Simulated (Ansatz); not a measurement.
Mulliken charges of CH$_{6}$GeO$_{2}$ (`O[CH2][GeH2][OH]`) from ωB97M-V/def2-TZVPP in Ansatz (PBE0-D4/def2-TZVP geometry).

```
atom   x (Å)   y (Å)   z (Å)  charge (e)
  O1  -1.949   0.363  -0.100      -0.321
  C2  -0.588   0.730  -0.223      -0.191
 Ge3   0.487  -0.788   0.409       0.368
  O4   2.212  -0.333   0.274      -0.437
  H5  -2.498   1.104  -0.367       0.173
  H6  -0.335   1.608   0.385       0.129
  H7  -0.311   0.953  -1.262       0.114
  H8   0.220  -2.042  -0.448      -0.009
  H9   0.251  -1.057   1.901       0.011
 H10   2.594  -0.589  -0.567       0.163
```

Q: By hand: the dipole of these point charges (1 e Å = 4.8032 D).

A: Σ q r = (-0.137, 0.017, -0.120) e Å, of length 0.183 e Å = 0.88 D.

Q: How does the dipole of the full density compare? (Estimate.)

A: Computed: (-0.141, 0.217, -0.357) e Å, 2.12 D; the point charges give 0.42 times that, at 35° from its direction.

Point charges leave out the atoms' own dipoles, such as those of lone pairs, and Mulliken's split depends on the basis, so the two needn't agree.
